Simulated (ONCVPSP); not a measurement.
u(r) = r·R(r): atom against pseudo-atom (Mg (Z = 12))

Columns: radius, all-electron u(r) and pseudo u(r) of the 3p shell (level -2.07 eV) of magnesium in the configuration [Ne] 3s1 3p1; PBE, scalar-relativistic, ONCV scheme, ONCVPSP 4.0.1.

| r (bohr) | all-electron | pseudo |
| --- | --- | --- |
| 0.123 | -0.0682 | 0.0021 |
| 0.245 | -0.1425 | 0.0084 |
| 0.368 | -0.1735 | 0.0186 |
| 0.490 | -0.1667 | 0.0323 |
| 0.613 | -0.1356 | 0.0494 |
| 0.735 | -0.0912 | 0.0697 |
| 0.858 | -0.0399 | 0.0931 |
| 0.980 | 0.0132 | 0.1191 |
| 1.103 | 0.0663 | 0.1474 |
| 1.225 | 0.1169 | 0.1768 |
| 1.348 | 0.1651 | 0.2071 |
| 1.470 | 0.2095 | 0.2371 |
| 1.593 | 0.2507 | 0.2671 |
| 1.715 | 0.2878 | 0.2964 |
| 1.838 | 0.3218 | 0.3255 |
| 1.960 | 0.3522 | 0.3534 |
| 2.083 | 0.3798 | 0.3800 |
| 2.205 | 0.4042 | 0.4042 |
| 2.328 | 0.4258 | 0.4258 |
| 2.450 | 0.4442 | 0.4442 |
| 2.573 | 0.4598 | 0.4598 |
| 2.695 | 0.4725 | 0.4725 |
| 2.818 | 0.4827 | 0.4827 |
| 2.940 | 0.4904 | 0.4904 |
| 3.063 | 0.4958 | 0.4958 |
| 3.185 | 0.4991 | 0.4991 |

(1) How many radial nodes do the two functions have?

(2) At about which radius was the pseudo-wave matched?

(3) Is the pseudo-wave norm-conserving?

Answers

(1) The all-electron 3p function has n − l − 1 = 1; the pseudo-wave has 0, since the states of the same l below it are removed with the core.

(2) 2.30 bohr. The columns agree to 0.0005 from 2.08 bohr on; several derivatives are matched, so the curves merge somewhat inside the radius.

(3) Yes: the ONCV scheme keeps the norm inside the radius equal to the all-electron one, which fixes the energy derivative of the logarithmic derivative at the level.
